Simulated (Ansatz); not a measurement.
Reaction (ligand exchange at a Ge–C bond): `N/C(Cl)=[CH]/[GeH3]` + `CC=N` → `C/C=[N]\[GeH3]` + `C=C(N)Cl`

Gas-phase electronic energies from Ansatz, PBE0-D4/def2-TZVP geometries. CBS: MP2 limit from def2 TZ/QZ plus the TZ coupled-cluster correction, frozen cores. Double bonds are as drawn, so ΔE can hold a change between cis and trans. Functionals use def2-TZVPP. For Ge outer-core shells are correlated without core-valence functions, which leaves a few kJ/mol of doubt a bond. Scalar relativity is left out up to krypton. Each species was taken in one conformer, which may not be the lowest.

```json
{"level": "ωB97M-V", "ΔE (kJ/mol)": "4.6"}
{"level": "PBE0", "ΔE (kJ/mol)": "5.2"}
{"level": "HF/CBS(def2)", "ΔE (kJ/mol)": "-4.5"}
{"level": "CCSD/CBS(def2)", "ΔE (kJ/mol)": "4.3"}
```

Q: What does CCSD(T)/CBS give? (Best estimate.)

A: Ansatz gave: +5.1 kJ/mol. The listed levels differ from it by -0.5, 0.1, -9.6, -0.8 kJ/mol.

Largest T1 diagnostic among the species: 0.013.

In def2-TZVPP, CCSD(T) changes the Hartree–Fock value by +9.5 kJ/mol (the triples alone add +0.8 kJ/mol) and MP2 by +10.2 kJ/mol.
